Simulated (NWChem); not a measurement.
Si2H5OF; SMILES O[Si@H](F)[SiH3]

```xyz
9

O     -1.3969    -1.1047     0.3629
Si     0.0127    -0.5593    -0.3097
F      1.2849    -1.2688     0.4215
Si     0.1009     1.7415     0.0905
H     -1.6475    -2.0209     0.2071
H      0.1144    -0.9557    -1.7459
H     -1.0338     2.4191    -0.6078
H      1.3876     2.2950    -0.4311
H      0.0108     2.0065     1.5576
```
Atoms are numbered in this order, from 1.

All runs: NWChem. Pople sets run with spherical d functions. STO-3G and 3-21G are far too small for this property and stand as cheap habits. The geometry was optimised at PBE0/def2-SVP. GIAO values for the isolated, static molecule; σ is the absolute isotropic shielding, δ = σ(reference) − σ with the isolated reference molecule computed at the same levels (19F: trichlorofluoromethane, 1H: tetramethylsilane, 17O: water, 29Si: tetramethylsilane).

| level | δ O1 (ppm) | δ Si2 (ppm) | δ F3 (ppm) | δ Si4 (ppm) | δ H5 (ppm) | δ H6 (ppm) | δ H7 (rotor mean) (ppm) |
|---|---|---|---|---|---|---|---|
| LDA (Slater exchange, VWN5)/pcSseg-1 | 92.6 | 18.8 | -154.8 | -126.0 | 2.85 | 6.20 | 3.54 |
| B3LYP/6-31G* | 54.8 | 25.4 | -131.2 | -72.1 | 2.26 | 5.83 | 3.42 |
| PBE/pcSseg-1 | [?] | [?] | [?] | [?] | [?] | [?] | 3.42 |
| Hartree-Fock/STO-3G | -82.1 | 7.9 | -179.4 | -84.3 | -3.15 | 2.10 | 1.52 |

Question: What belongs in the gaps?

Answer: 
- PBE/pcSseg-1, δ O1 (ppm): 81.7
- PBE/pcSseg-1, δ Si2 (ppm): 9.4
- PBE/pcSseg-1, δ F3 (ppm): -155.9
- PBE/pcSseg-1, δ Si4 (ppm): -117.8
- PBE/pcSseg-1, δ H5 (ppm): 2.55
- PBE/pcSseg-1, δ H6 (ppm): 5.92
